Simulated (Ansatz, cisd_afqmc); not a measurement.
Species: Ti, charge 0, quintet. This quintet is an excited state, 0.8 eV above the triplet at CCSD(T)/aug-cc-pwCVQZ-DK (Ansatz, a first-principles code).

Total energies in cc-pwCVTZ-DK, 12 correlated electrons, 5 frozen orbitals. Open shells are spin-unrestricted; no spin-orbit coupling. The -DK rows use spin-free X2C, correlate 3s3p of the metal (1s2s2p frozen) and give its partners the cc-pVXZ-DK valence sets. AFQMC/CISD: phaseless, guided by CISD from CCSD amplitudes; bars are statistical, one sigma. Outlying blocks are dropped, and bars are widened where a walk drifts. Over all cases where full CI ran beside it in this data, AFQMC minus full CI had a median of +0.1 mEh and passed +0.4 mEh in a tenth of the cases. Open-shell metal atoms are single determinants, not pure terms.

```csv
method,program,energy (Eh),minus CCSDT(Q) (mEh)
HF,Ansatz,-852.72322,410.68
MP2,Ansatz,-853.10803,25.86
CCSD,Ansatz,-853.12100,12.90
CCSD(T),Ansatz,-853.13306,0.83
CCSDT(Q),Ansatz,-853.13390,0.00
AFQMC/CISD,cisd_afqmc,-853.1324 ± 0.0003,1.5 ± 0.3
```
